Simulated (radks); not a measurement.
Yb4+, configuration [Kr] 4d10 4f12 5s1.5 5p6 6s0.5 (fractional occupations, a model configuration). Method: scalar-relativistic Kohn-Sham, PW91, spin-unpolarised, spherical densities, finite nucleus; Fermi nuclear charge, rms radius 5.3108 fm; computed with a radial shooting solver on a logarithmic mesh with Libxc functionals. Some entries of the table are withheld. Estimate them.

orbital,occ.,eigenvalue (hartree),<r^2> (bohr^2)
1s,2,-2252.447,0.0005300
2s,2,-383.4949,0.008212
2p,6,(1),0.006714
3s,2,-88.20294,0.05370
3p,6,-74.58014,0.05420
3d,10,(2),(3)
4s,2,-19.14469,0.2678
4p,6,-14.66151,0.3038
4d,10,-8.75348,0.3590
5s,1.5,-3.93204,1.497
5p,6,-2.81910,(4)
4f,12,-2.24822,0.6065
5d,0,(5),3.690
6s,0.5,-1.31394,7.715
6p,0,-1.03556,10.60
7s,0,-0.66003,24.77
5f,0,-0.64169,13.84

Answer. 
(1) 2p eigenvalue (hartree): -338.3186
(2) 3d eigenvalue (hartree): -57.97165
(3) 3d <r^2> (bohr^2): 0.04511
(4) 5p <r^2> (bohr^2): 1.989
(5) 5d eigenvalue (hartree): -1.49740
